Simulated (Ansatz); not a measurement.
Consider the ligand exchange at a Cd–O bond: `[OH][Cd][O][SiH3]` + H–F → `[F][Cd][O][SiH3]` + H₂O.

Gas-phase electronic energies from Ansatz, PBE0-D4/def2-TZVP geometries. CCSD(T)/CBS adds triple-zeta CCSD(T) − MP2 to the extrapolated MP2 energy (def2 sets, frozen cores). This one scheme is used for every species. DFT in def2-TZVPP. B3LYP here is the variant with VWN-RPA as its local correlation; programs differ in this. HSE06 is defined as in plane-wave codes. def2 core potentials past Kr. For Cd outer-core shells are correlated without core-valence functions, which leaves a few kJ/mol of doubt a bond. One conformer a species, not always the lowest.

```
             level  ΔE (kJ/mol)  difference from CCSD(T)/CBS
       LDA (SPW92)        -19.3                          6.6
            PBE-D4        -26.6                         -0.7
           BLYP-D4        -28.9                         -3.0
         r2SCAN-D4        -29.8                         -3.9
            B97M-V        -33.7                         -7.8
           PBE0-D4        -27.8                         -1.9
        r2SCAN0-D4        -29.9                         -4.0
          HSE06-D4        -27.6                         -1.7
          BHLYP-D4        -33.0                         -7.1
      CAM-B3LYP-D4        -31.6                         -5.7
           ωB97X-V        -32.6                         -6.7
           ωB97M-V        -30.7                         -4.8
            B2PLYP        -27.0                         -1.1
          PBE-QIDH        -25.2                          0.7
               PBE        -27.8                         -1.9
            revPBE        -30.0                         -4.1
              BLYP        -31.4                         -5.5
              PBE0        -28.9                         -3.0
             B3LYP        -31.7                         -5.8
           r2SCANh        -30.1                         -4.2
           r2SCAN0        -30.3                         -4.4
             HSE06        -28.6                         -2.7
             BHLYP        -34.7                         -8.8
         CAM-B3LYP        -32.7                         -6.8
           LC-ωPBE        -34.9                         -9.0
RPA@PBE/def2-TZVPP        -22.0                          3.9
       HF/def2-SVP        -49.2                        -23.3
      MP2/def2-SVP        -25.2                          0.7
     CCSD/def2-SVP        -32.1                         -6.2
  CCSD(T)/def2-SVP        -29.4                         -3.5
     HF/def2-TZVPP        -43.2                        -17.3
    MP2/def2-TZVPP        -15.6                         10.3
   CCSD/def2-TZVPP        -25.0                          0.9
CCSD(T)/def2-TZVPP        -22.0                          3.9
     HF/def2-QZVPP        -45.2                        -19.3
    MP2/def2-QZVPP        -18.5                          7.4
SCS-MP2/def2-QZVPP        -23.6                          2.3
      HF/CBS(def2)        -45.5                        -19.6
     MP2/CBS(def2)        -19.5                          6.4
    CCSD/CBS(def2)        -28.9                         -3.0
       CCSD(T)/CBS        -25.9                            0
```

Largest T1 diagnostic among the species: 0.016.

From BLYP to BHLYP (50 % exact exchange), in def2-TZVPP and without D4, ΔE moves by −3.2 kJ/mol. At CCSD(T), def2-SVP lies −3.6 kJ/mol from the extrapolated value and def2-TZVPP +3.9 kJ/mol. Leaving LDA and LC-ωPBE aside and taking each functional with its dispersion term where it has one, the values spread over 8.4 kJ/mol, from B97M-V to PBE-QIDH. LDA lies +8.5 kJ/mol from PBE without D4.
